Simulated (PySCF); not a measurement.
## How methods differ on the ionisation energy of Pb⁺

Pb⁺ [Xe] 4f14 5d10 6s2 6p1 (2P) → Pb²⁺ [Xe] 4f14 5d10 6s2 (1S), as a difference of total energies. Calculation: PySCF 2.14, in x2c-TZVPPall with one added diffuse shell each of s, p, d, f type (12s8p7d4f, 99 functions); the spin-free X2C one-electron Hamiltonian (Gaussian nucleus). Correlated levels: valence: [Xe] 4f14 5d10 frozen. The calculations carry no spin-orbit coupling.

```
           method  ionisation energy (eV)
              UHF                  13.237
    MP2 (valence)                  13.411
SCS-MP2 (valence)                  13.397
   CCSD (valence)                  13.458
CCSD(T) (valence)                  13.469
```

Q: How much does correlation contribute at CCSD(T) (valence)?

A: 13.469 − (13.237) = 0.232 eV, measured against UHF.

Errors of the correlated levels include the incompleteness of this basis and the frozen core.

For comparison: 13.869 eV (measured; NIST levels, between the centres of gravity of the two terms).
